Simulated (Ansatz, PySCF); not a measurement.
Ge(F)2(OH)(NH2) (F2GeH3NO), SMILES [NH2][Ge]([F])([F])[OH].

Geometry: PBE-D3(BJ)/def2-SVP. This is a generated structure with no PubChem entry under its InChIKey; it may be hypothetical. Other conformers were not sampled.

Vertical ionisation energy (IE) and electron affinity (EA) in eV. Rows of orbital energies are one-electron estimates. Where ΔSCF, EOM or ADC give a negative EA the extra electron is unbound and the value depends on the basis.

```csv
level,IE,EA
"−ε(HOMO), −ε(LUMO), HF/def2-TZVP (PySCF)",12.62,-2.64
"−ε(HOMO), −ε(LUMO), PBE/def2-TZVP (PySCF)",?,?
"ΔSCF, PBE0/def2-SVPD (Ansatz), final states of multiplicity 2 and 2",11.35,-0.52
"ΔSCF, PBE/def2-SVPD (Ansatz), final states of multiplicity 2 and 2",10.97,-0.29
```

Problem. Complete the blanks. (Estimate from the structure and the level; the computed values follow.)

Solution. 
- −ε(HOMO), −ε(LUMO), PBE/def2-TZVP (PySCF), IE: 7.17
- −ε(HOMO), −ε(LUMO), PBE/def2-TZVP (PySCF), EA: 1.70

Problem. What vertical singlet–triplet gap does ΔSCF give with PBE0/def2-SVPD (Ansatz, a first-principles code) and with PBE/def2-SVPD (Ansatz)? (The exact figures need the calculation; the answer reports its results.)

Solution. 6.17 and 5.71 eV (triplet above singlet where positive).
